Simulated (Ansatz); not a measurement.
Input file for `C#C[SiH]F` radical:

```yaml
crystal:
  periodic: [false, false, false]
  atoms:
    - {symbol: C, position_ang: [0.118078, -0.680019, -1.605669]}
    - {symbol: C, position_ang: [0.120440, -0.213733, -0.490070]}
    - {symbol: Si, position_ang: [0.338345, 0.466730, 1.168759]}
    - {symbol: F, position_ang: [-0.477998, -0.412278, 2.226785]}
    - {symbol: H, position_ang: [0.100320, -1.089199, -2.590305]}
    - {symbol: H, position_ang: [-0.157085, 1.864399, 1.244299]}
basis:
  gaussian: {orbitals: def2-TZVPP}
magnetization: {spin_polarized: true, initial_magnetization: 1}
correlation: {method: ccsd_t}
scf: {omitted_lower_state_checks: [cluster_reference]}
output: {orbitals: {seedname: orbitals}}
```

```sh
$ ansatz run in.yaml --threads 2 --pin off --events-out ev --progress --plain
```

The program prints (abridged):

```
Functional definition: HF
994 factors; integrals over basis functions are off by at most 7.6e-4 eV
mean field evaluation 1: about -12658.5200 eV, gradient 2.6e1 eV
mean field evaluation 2: about -12658.5282 eV, gradient 2.6e1 eV
mean field evaluation 4: about -12662.0550 eV, gradient 3.1e0 eV
mean field evaluation 8: about -12662.1845 eV, gradient 2.7e-1 eV
mean field evaluation 16: about -12662.1947 eV, gradient 1.6e-6 eV
mean field -12662.19467710 eV, -465.3270716397 hartree, gradient 1.6e-6 eV, S^2 0.817898; 4 other end points of the search recorded, 0 dependent functions left out
8 core orbitals not correlated: weight in the atoms' cores, before any rotation towards them, 1.000 or more for the frozen orbitals, at most 0.000 for the correlated occupied ones
reference -12662.19467710 eV, -465.3270716397 hartree; 11, 10 occupied and 144, 145 virtual orbitals, 994 factors
second order -17.31743525 eV of doubles, -0.00000000 eV of singles
cycle   1  -17.28608402 eV  change    3.1e-2 eV  update   1.1e-1
cycle   2  -17.78972650 eV  change   -5.0e-1 eV  update   3.8e-2
cycle   3  -17.93757345 eV  change   -1.5e-1 eV  update   2.5e-2
cycle   4  -17.94012043 eV  change   -2.5e-3 eV  update   1.1e-2
cycle   5  -17.94038776 eV  change   -2.7e-4 eV  update   6.1e-3
cycle   6  -17.94341057 eV  change   -3.0e-3 eV  update   2.3e-3
cycle   7  -17.94334644 eV  change    6.4e-5 eV  update   9.5e-4
cycle   8  -17.94323044 eV  change    1.2e-4 eV  update   3.6e-4
cycle   9  -17.94331542 eV  change   -8.5e-5 eV  update   1.6e-4
cycle  10  -17.94324577 eV  change    7.0e-5 eV  update   7.4e-5
cycle  11  -17.94325236 eV  change   -6.6e-6 eV  update   3.9e-5
cycle  12  -17.94327846 eV  change   -2.6e-5 eV  update   1.8e-5
cycle  13  -17.94328644 eV  change   -8.0e-6 eV  update   8.2e-6
perturbative correction -0.76646772 eV, -0.0281671691 hartree
Total energy: -12680.90443126 eV, -466.0146424229 hartree
Checks for a lower state left out: cluster_reference
```

Run time 3.1 min (2 threads of a server CPU on a shared host); peak host memory 3.1 GiB.

Correlation energy per correlated electron: -0.891 eV. T1 diagnostic: 0.0237.
